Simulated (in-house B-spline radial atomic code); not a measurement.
Atomic self-consistent-field run: Sn2+ (an excited or competing configuration). Level of theory: scalar-relativistic (X2C) M06-L, spin-polarised, spherical fractional occupations, Fermi nucleus of rms radius 4.6519 fm; calculated with a radial B-spline atomic code at the basis-set limit.

Command:
```bash
python run_scf.py task.json out
```
Settings (nuclear radius in fm, mass in u):
```
Z                50
configuration    [Kr] 4d9 5s2 6p1
hamiltonian      x2c
method           m06l
spin_polarised   True
nucleus          fermi
rms_radius       4.6519
atomic_mass      119.9022
speed_of_light   137.035999084
```

Output (hartree, bohr):
```
 radial grid: 81 intervals, B-splines of order 8, outer radius 60 bohr

 iter        energy (Eh)    residual
    1       -6174.146307    2.03e-01
    2       -6174.179418    1.35e-02
    3       -6174.180588    2.42e-03
    4       -6174.180616    1.86e-03
    5       -6174.180545    5.26e-03
    6       -6174.180629    1.66e-03
    7       -6174.180637    1.27e-04
    8       -6174.180637    7.72e-05
    9       -6174.180637    3.80e-05
   10       -6174.180637    7.15e-06
   11       -6174.180637    3.99e-06
   12       -6174.180637    1.36e-06
   13       -6174.180637    3.16e-07

 total energy                     -6174.18064
 kinetic                            6501.8595
 electron-nucleus                 -14937.8009
 Hartree                            2427.3108
 exchange-correlation               -165.5501

 orbital      occ     eigenvalue          <r>       <r^2>       <1/r>       r_max
 1s up      1.000     -1067.1904    0.0284782  0.00110835     55.4914     0.01811
 1s down    1.000     -1067.1897    0.0284782  0.00110835     55.4914     0.01811
 2s up      1.000      -162.8358     0.124872   0.0184577     12.6089      0.1059
 2s down    1.000      -162.8229     0.124868   0.0184565     12.6094      0.1059
 2p up      3.000      -146.1892     0.109336   0.0146115     11.6981     0.08479
 2p down    3.000      -146.1790     0.109331   0.0146102     11.6985     0.08479
 3s up      1.000       -32.6660     0.337698    0.130544     4.42658       0.307
 3s down    1.000       -32.6592     0.337667    0.130507     4.42636      0.3071
 3p up      3.000       -27.1558      0.33655    0.131528     4.12532      0.3008
 3p down    3.000       -27.1474     0.336503    0.131475     4.12531      0.3008
 3d up      5.000       -18.6973     0.314434    0.117329      3.8657       0.252
 3d down    5.000       -18.6841     0.314383    0.117271     3.86581       0.252
 4s up      1.000        -6.2067      0.81645    0.752321     1.71053      0.7474
 4s down    1.000        -6.1626     0.816445    0.752295     1.71019      0.7479
 4p up      3.000        -4.5242     0.878629    0.879027     1.54598      0.7896
 4p down    3.000        -4.4797     0.878778    0.879435     1.54556      0.7896
 4d up      5.000        -2.0562      1.05284     1.30021     1.25712       0.879
 4d down    4.000        -2.0125      1.05617     1.31062     1.25433      0.8781
 5s up      1.000        -1.1864      2.05681      4.7216    0.629448       1.871
 5s down    1.000        -1.1788      2.09191     4.87495    0.616032       1.882
 6p up      1.000        -0.3462      5.49859     33.0303    0.223399       5.522
```

Cost of the run: 0.6 s on 1 thread of Arm Neoverse N1 (shared host).

States collapsed into the nucleus by a negative tau potential were left out of the aufbau.

One-electron X2C: radii and densities carry no picture-change correction, so inner-shell <1/r> comes out high (for 1s by about 2 % at Z = 33, 5 % at 54, 10 % at 75, 30 % at 118) and <r> low.
